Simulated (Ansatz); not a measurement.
Computed with Ansatz on PBE0-D4/def2-TZVP structures; ΔE is electronic, products minus reactants. CCSD(T)/CBS adds triple-zeta CCSD(T) − MP2 to the extrapolated MP2 energy (def2 sets, frozen cores). This one scheme is used for every species. DFT in def2-TZVPP. B3LYP here is the variant with VWN-RPA as its local correlation; programs differ in this. Each species was taken in one conformer, which may not be the lowest.

Reaction (formal hydrolysis of the Si–Cl bond): `O[Si@@H](Cl)N[Si@@H](O)Cl` + H₂O → `O[SiH](O)N[SiH](O)Cl` + HCl

`O[Si@@H](Cl)N[Si@@H](O)Cl`:

Cartesian coordinates in Å:
```
O 1.566 1.349 0.855
Si 1.744 0.083 -0.153
Cl 2.894 -1.424 0.637
N 0.201 -0.585 -0.491
Si -1.312 0.144 -0.204
O -2.419 -0.865 -0.847
Cl -1.701 0.357 1.821
H 1.086 1.212 1.676
H 2.464 0.603 -1.326
H 0.162 -1.570 -0.714
H -1.367 1.516 -0.736
H -3.318 -0.820 -0.518
```

H₂O:

Z-matrix (Å, degrees):
```
O
H 1 0.960
H 1 0.960 2 105.1
```

`O[SiH](O)N[SiH](O)Cl`:

Z-matrix (Å, degrees):
```
Si
O 1 1.648
N 1 1.710 2 107.2
O 1 1.639 2 103.4 3 122.9
H 1 1.481 2 112.8 3 -117.9
H 2 0.960 1 115.6 3 -152.6
Si 3 1.721 1 128.4 2 37.2
H 3 1.011 1 114.8 2 -129.5
H 4 0.958 1 118.9 2 -177.7
O 7 1.622 3 108.9 1 -11.3
Cl 7 2.060 3 106.8 1 -133.9
H 7 1.473 3 114.9 1 109.8
H 10 0.967 7 114.8 3 -25.3
```

HCl:

Z-matrix (Å, degrees):
```
Cl
H 1 1.279
```

```csv
level,ΔE (eV)
PBE-D4,-0.03
B3LYP-D4,-0.10
ωB97M-V,-0.09
B3LYP,-0.13
HF/def2-QZVPP,-0.15
MP2/def2-QZVPP,-0.05
SCS-MP2/def2-QZVPP,-0.08
MP2/CBS(def2),-0.02
```

(1) What does CCSD(T)/CBS give? (Estimate.)

Largest T1 diagnostic among the species: 0.011.

Results:

(1) Computed: -0.07 eV. The listed levels differ from it by 0.04, -0.03, -0.02, -0.06, -0.08, 0.02, -0.01, 0.05 eV.

The D4 term adds +0.03 eV with B3LYP and +0.02 eV with PBE0; it sums over pairs of atoms, weighted by their polarisabilities, and B3LYP, whose exchange is more repulsive, gets the larger term.
